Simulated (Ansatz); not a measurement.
`O[Si@H]1S[C@H]1F` and `O[SiH]1CS1` differ in one atom or group.

Ansatz, PBE0-D4/def2-TZVP geometries, multiplicity 1. Each molecule was computed in one conformer, which needn't be the lowest.

| property | `O[Si@H]1S[C@H]1F` |
| --- | --- |
| LUMO energy (B3LYP/def2-TZVPP) / eV | -0.37 |
| HOMO energy (B3LYP/def2-TZVPP) / eV | -7.32 |
| HOMO–LUMO gap (PBE/def2-TZVPP) / eV | 5.25 |
| HOMO energy (PBE/def2-TZVPP) / eV | -6.28 |
| zero-point energy (PBE0-D4/def2-TZVP) / kJ/mol | 115.6 |
| size of the dipole moment (PBE/def2-TZVPP) / D | 0.84 |

(1) What does the change do to each property? (Best estimate.)

Results:

(1) Computed: 
```
                                      property  `O[SiH]1CS1`  shift
           LUMO energy (B3LYP/def2-TZVPP) / eV         -0.11   0.26
           HOMO energy (B3LYP/def2-TZVPP) / eV         -6.83   0.49
           HOMO–LUMO gap (PBE/def2-TZVPP) / eV          5.09  -0.16
             HOMO energy (PBE/def2-TZVPP) / eV         -5.88   0.40
zero-point energy (PBE0-D4/def2-TZVP) / kJ/mol         135.2   19.6
size of the dipole moment (PBE/def2-TZVPP) / D          1.44   0.60
```

With PBE0 the HOMO rises by 0.46 eV and the LUMO rises by 0.28 eV, so the gap narrows by about 0.18 eV. PBE moves the HOMO by 0.40 eV and ωB97M-V by 0.44 eV. Dipoles are sizes alone; their direction can turn.

B3LYP here is the variant with VWN-RPA as its local correlation; programs differ in this.
